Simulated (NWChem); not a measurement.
System: tetrafluoroborate (BF4 anion); SMILES F[B-](F)(F)F

NWChem input:

```
start job
memory heap 200 mb stack 900 mb global 1100 mb
charge -1
geometry units angstroms noautoz
  F      0.559251     0.952874    -0.883035
  B     -0.000001    -0.000002     0.000002
  F     -0.715544    -0.968019    -0.742597
  F      1.034798    -0.633592     0.726816
  F     -0.878506     0.648739     0.898814
end
basis spherical
  F library 6-31g*
  B library 6-31g*
end
dft
  xc xpbe96 cpbe96
  iterations 200
  convergence diis 3
end
task dft gradient
```

Output (shortened):

```
             Northwest Computational Chemistry Package (NWChem) 7.3.0
             --------------------------------------------------------

 C1  symmetry detected

                             Geometry "geometry" -> ""
                             -------------------------

 Output coordinates in angstroms (scale by  1.889725989 to convert to a.u.)

  No.       Tag          Charge          X              Y              Z
 ---- ---------------- ---------- -------------- -------------- --------------
    1 F                    9.0000     0.12897681     0.12900584     1.40257032
    2 B                    5.0000    -0.00000060     0.00000026    -0.00000310
    3 F                    9.0000    -0.56426396    -1.25994698    -0.30765842
    4 F                    9.0000    -0.84008386     1.02576086    -0.49252636
    5 F                    9.0000     1.27537135     0.10518012    -0.60238381

 Effective nuclear repulsion energy (a.u.)     178.6931501764

  pbe96 is a nonlocal functional; adding pw91lda local functional.

                                 NWChem DFT Module
                                 -----------------

 Summary of "ao basis" -> "ao basis" (spherical)
 ------------------------------------------------------------------------------
       Tag                 Description            Shells   Functions and Types
 ---------------- ------------------------------  ------  ---------------------
 F                           6-31g*                  6       14   3s2p1d
 B                           6-31g*                  6       14   3s2p1d

            General Information
            -------------------
          SCF calculation type: DFT
          Wavefunction type:  closed shell.
          No. of atoms     :     5
          No. of electrons :    42
           Alpha electrons :    21
            Beta electrons :    21
          Charge           :    -1
          Spin multiplicity:     1
          Use of symmetry is: off; symmetry adaption is: off
          Maximum number of iterations: 200
          AO basis - number of functions:    70
                     number of shells:    30
          Convergence on energy requested:  1.00D-06
          Convergence on density requested:  1.00D-05
          Convergence on gradient requested:  5.00D-04

              XC Information
              --------------
          PerdewBurkeErnzerhof Exchange Functional  1.000
            Perdew 1991 LDA Correlation Functional  1.000 local
           PerdewBurkeErnz. Correlation Functional  1.000 non-local

             Grid Information
             ----------------
          Grid used for XC integration:  medium
          Radial quadrature: Mura-Knowles
          Angular quadrature: Lebedev.
          Tag              B.-S. Rad. Rad. Pts. Rad. Cut. Ang. Pts.
          ---              ---------- --------- --------- ---------
          F                   0.50       49           6.0       434
          B                   0.85       49           5.0       434
          Grid pruning is: on
          Number of quadrature shells:   245
          Spatial weights used:  Erf1

      Superposition of Atomic Density Guess
      -------------------------------------

 Sum of atomic energies:        -422.01541658

 Renormalizing density from      41.00 to     42

      Non-variational initial energy
      ------------------------------

 Total energy =    -428.747096
 1-e energy   =    -968.508094
 2-e energy   =     361.067847
 HOMO         =      -0.219687
 LUMO         =       0.588260

   convergence    iter        energy       DeltaE   RMS-Dens  Diis-err
 ---------------- ----- ----------------- --------- --------- ---------
 d= 0,ls=0.0,diis     1   -423.9510348540 -6.03D+02  1.59D-02  9.72D-01
  Resetting Diis
 d= 0,ls=0.0,diis     2   -423.9969731248 -4.59D-02  6.75D-03  6.50D-01
 d= 0,ls=0.0,diis     3   -424.0596806666 -6.27D-02  3.62D-03  6.95D-02
 d= 0,ls=0.0,diis     4   -424.0514338149  8.25D-03  2.23D-03  1.77D-01
 d= 0,ls=0.0,diis     5   -424.0650807264 -1.36D-02  3.52D-06  1.87D-07
 d= 0,ls=0.0,diis     6   -424.0650807388 -1.24D-08  1.21D-06  1.81D-08

         Total DFT energy =     -424.065080738782
      One electron energy =     -959.098872515808
           Coulomb energy =      402.327451887808
    Exchange-Corr. energy =      -45.986810287193
 Nuclear repulsion energy =      178.693150176410

 Numeric. integr. density =       41.999996280034

                       DFT Final Molecular Orbital Analysis
                       ------------------------------------

 Vector   19  Occ=2.000000D+00  E=-4.334068D-02
              MO Center= -1.0D-01,  7.4D-03, -4.4D-01, r^2= 2.2D+00
   Bfn.  Coefficient  Atom+Function         Bfn.  Coefficient  Atom+Function
  ----- ------------  ---------------      ----- ------------  ---------------
    60      0.358815  5 F  py                31      0.344189  3 F  px
    45     -0.328683  4 F  px                64      0.256067  5 F  py
    46     -0.250966  4 F  py                35      0.245628  3 F  px
    49     -0.234563  4 F  px                50     -0.179101  4 F  py
    32     -0.168187  3 F  py                36     -0.120026  3 F  py

 Vector   20  Occ=2.000000D+00  E=-4.334020D-02
              MO Center= -2.5D-01,  7.7D-02,  2.4D-01, r^2= 2.3D+00
   Bfn.  Coefficient  Atom+Function         Bfn.  Coefficient  Atom+Function
  ----- ------------  ---------------      ----- ------------  ---------------
     4      0.403960  1 F  py                47     -0.355727  4 F  pz
    33      0.322411  3 F  pz                 8      0.288284  1 F  py
    51     -0.253863  4 F  pz                37      0.230087  3 F  pz
    60     -0.173736  5 F  py                46     -0.141702  4 F  py
    64     -0.123986  5 F  py                50     -0.101125  4 F  py

 Vector   21  Occ=2.000000D+00  E=-4.333995D-02
              MO Center=  3.6D-01, -8.4D-02,  1.9D-01, r^2= 2.3D+00
   Bfn.  Coefficient  Atom+Function         Bfn.  Coefficient  Atom+Function
  ----- ------------  ---------------      ----- ------------  ---------------
     3      0.402164  1 F  px                61     -0.365142  5 F  pz
     7      0.287002  1 F  px                65     -0.260582  5 F  pz
    33      0.246303  3 F  pz                37      0.175773  3 F  pz
    31     -0.171077  3 F  px                47      0.164032  4 F  pz
    59     -0.161912  5 F  px                60     -0.127879  5 F  py

 Vector   22  Occ=0.000000D+00  E= 4.293277D-01
              MO Center= -4.8D-05, -3.0D-05, -1.2D-04, r^2= 2.7D+00
   Bfn.  Coefficient  Atom+Function         Bfn.  Coefficient  Atom+Function
  ----- ------------  ---------------      ----- ------------  ---------------
    20      2.200467  2 B  s                  6     -0.553723  1 F  s
    34     -0.553807  3 F  s                 48     -0.553797  4 F  s
    62     -0.553778  5 F  s                  9      0.297885  1 F  pz
    63      0.270901  5 F  px                36     -0.267634  3 F  py
    50      0.217892  4 F  py                15     -0.187946  2 B  s

 Vector   23  Occ=0.000000D+00  E= 4.684511D-01
              MO Center= -4.0D-02, -1.6D-02, -2.4D-01, r^2= 2.8D+00
   Bfn.  Coefficient  Atom+Function         Bfn.  Coefficient  Atom+Function
  ----- ------------  ---------------      ----- ------------  ---------------
    23      1.364697  2 B  pz                 6     -0.777466  1 F  s
    19      0.403433  2 B  pz                62      0.309401  5 F  s
     9      0.303249  1 F  pz                34      0.256576  3 F  s
    37     -0.220355  3 F  pz                48      0.211286  4 F  s
    63     -0.209278  5 F  px                51     -0.207347  4 F  pz

 Vector   24  Occ=0.000000D+00  E= 4.684533D-01
              MO Center=  4.5D-02,  1.8D-01,  1.0D-01, r^2= 2.8D+00
   Bfn.  Coefficient  Atom+Function         Bfn.  Coefficient  Atom+Function
  ----- ------------  ---------------      ----- ------------  ---------------
    22      1.191344  2 B  py                34      0.734011  3 F  s
    21      0.668064  2 B  px                62     -0.429422  5 F  s
    18      0.352186  2 B  py                48     -0.295648  4 F  s
    49     -0.256443  4 F  px                36      0.250702  3 F  py
     8     -0.227438  1 F  py                64     -0.204658  5 F  py

     Multipole analysis of the density
     ---------------------------------

     L   x y z        total         alpha         beta         nuclear
     -   - - -        -----         -----         ----         -------
     0   0 0 0     -1.000000    -21.000000    -21.000000     41.000000

     1   1 0 0      0.000003      0.000002      0.000002      0.000000
     1   0 1 0      0.000005      0.000003      0.000003      0.000000
     1   0 0 1     -0.000000     -0.000000     -0.000000      0.000000

     2   2 0 0    -21.907524    -53.817383    -53.817383     85.727242
     2   1 1 0     -0.000002     -0.000001     -0.000001      0.000000
     2   1 0 1     -0.000001     -0.000001     -0.000001     -0.000000
     2   0 2 0    -21.907547    -53.817640    -53.817640     85.727734
     2   0 1 1     -0.000002     -0.000001     -0.000001      0.000000
     2   0 0 2    -21.907475    -53.816778    -53.816778     85.726081

            General Information
            -------------------
          SCF calculation type: DFT
          Wavefunction type:  closed shell.
          No. of atoms     :     5
          No. of electrons :    42
           Alpha electrons :    21
            Beta electrons :    21
          Charge           :    -1
          Spin multiplicity:     1
          Use of symmetry is: off; symmetry adaption is: off
          Maximum number of iterations: 200
          AO basis - number of functions:    70
                     number of shells:    30
          Convergence on energy requested:  1.00D-06
          Convergence on density requested:  1.00D-05
          Convergence on gradient requested:  5.00D-04

              XC Information
              --------------
          PerdewBurkeErnzerhof Exchange Functional  1.000
            Perdew 1991 LDA Correlation Functional  1.000 local
           PerdewBurkeErnz. Correlation Functional  1.000 non-local

             Grid Information
             ----------------
          Grid used for XC integration:  medium
          Radial quadrature: Mura-Knowles
          Angular quadrature: Lebedev.
          Tag              B.-S. Rad. Rad. Pts. Rad. Cut. Ang. Pts.
          ---              ---------- --------- --------- ---------
          F                   0.50       49           6.0       434
          B                   0.85       49           5.0       434
          Grid pruning is: on
          Number of quadrature shells:   245
          Spatial weights used:  Erf1

          Convergence Information
          -----------------------
          Convergence aids based upon iterative change in
          total energy or number of iterations.
          Levelshifting, if invoked, occurs when the
          HOMO/LUMO gap drops below (HL_TOL):  1.00D-02
          DIIS, if invoked, will attempt to extrapolate
          using up to (NFOCK):  3 stored Fock matrices.

                    Damping( 0%)  Levelshifting(0.5)       DIIS
                  --------------- ------------------- ---------------
          dE  on:    start            ASAP                start
          dE off:    2 iters        200 iters           200 iters

                            NWChem DFT Gradient Module
                            --------------------------

  charge          =  -1.00
  wavefunction    = closed shell

                         DFT ENERGY GRADIENTS

    atom               coordinates                        gradient
                 x          y          z           x          y          z
   1 F       0.243731   0.243786   2.650474   -0.000371  -0.000372  -0.004048
   2 B      -0.000001   0.000000  -0.000006   -0.000003  -0.000002  -0.000004
   3 F      -1.066304  -2.380955  -0.581390    0.001628   0.003638   0.000888
   4 F      -1.587528   1.938407  -0.930740    0.002430  -0.002961   0.001423
   5 F       2.410102   0.198762  -1.138340   -0.003685  -0.000303   0.001741
```

Level: PBE/6-31G* (spherical d). Sets without diffuse functions describe the anion's extra electron poorly. Geometry: optimised at B3LYP/def2-SVPD.
